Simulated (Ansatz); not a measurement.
Stepwise reaction of `O[Si](O)(F)[SeH]` with hydrogen, as a gas-phase model of exchange steps in deposition or etching. ΔE in kJ/mol; ΔG adds harmonic PBE0-D4 terms to CCSD(T)/CBS, at 1 bar.

Isolated molecules relaxed with PBE0-D4/def2-TZVP in Ansatz; ΔE leaves out vibrations. CCSD(T)/CBS is the MP2 limit (def2-TZVPP, def2-QZVPP) plus CCSD(T) − MP2 in def2-TZVPP, frozen cores. This one scheme is used for every species. Functionals use def2-TZVPP. B3LYP here is the variant with VWN-RPA as its local correlation; programs differ in this. For Se outer-core shells are correlated without core-valence functions, which leaves a few kJ/mol of doubt a bond. Scalar relativity is left out up to krypton. One conformer a species, not always the lowest.

```json
{"step": "2", "reaction": "`O[SiH](F)[SeH]` + H₂ → `F[SiH2][SeH]` + H₂O", "PBE-D4": "90.0", "B3LYP-D4": "95.6", "ωB97M-V": "96.4", "CCSD(T)/CBS": "92.6", "ΔG(600 K)": "86.3"}
```

(1) Give the row of step 1, `O[Si](O)(F)[SeH]` + H₂ → `O[SiH](F)[SeH]` + H₂O. (Estimate.)

(2) By hand: ΔE of the 2 steps together at CCSD(T)/CBS.

Answers

(1) Computed: 
| step | reaction | PBE-D4 | B3LYP-D4 | ωB97M-V | CCSD(T)/CBS | ΔG(600 K) |
| --- | --- | --- | --- | --- | --- | --- |
| 1 | `O[Si](O)(F)[SeH]` + H₂ → `O[SiH](F)[SeH]` + H₂O | 84.6 | 91.5 | 92.9 | 89.4 | 91.8 |

(2) (89.4) + (92.6) = 182.0 kJ/mol, or 91.0 kJ/mol a step.

In ΔE the steps differ by no more than 3.2 kJ/mol. All are uphill at CCSD(T)/CBS. ΔG lies between 86.3 and 91.8 kJ/mol a step. PBE-D4 differs from CCSD(T)/CBS by -4.8 to -2.6 kJ/mol a step. Isolated molecules leave out the surface, adducts and barriers. Largest T1 diagnostic: 0.011.
